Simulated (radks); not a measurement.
The numbers below are computed, except where a source is named.
Question: Ionisation of the zinc ion Zn5+, [Ar] 3d7, to Zn6+, [Ar] 3d6, under several functionals. Dirac Kohn-Sham, spin-unpolarised, spherical densities, finite nucleus; open shells are shared between the two j in proportion to 2j + 1; a radial shooting solver on a logarithmic mesh with Libxc functionals. The NIST Atomic Spectra Database gives 108 eV (semi-empirical). Rank these functionals by the error of their Delta-SCF ionisation energy: Wu-Cohen GGA; LDA (Slater exchange, Perdew-Zunger correlation); exchange-only B88; BLYP.

Answer: From best to worst: exchange-only B88 110.41 eV (+2.4); BLYP 111.75 eV (+3.8); Wu-Cohen GGA 111.86 eV (+3.9); LDA (Slater exchange, Perdew-Zunger correlation) 112.12 eV (+4.1). Spin polarisation and multiplet splitting are left out, so open shells lie too high by an amount that depends on their filling.

Beside tabulated values, note that spin-unpolarised runs miss the spin-polarisation part of the exchange energy of open shells.
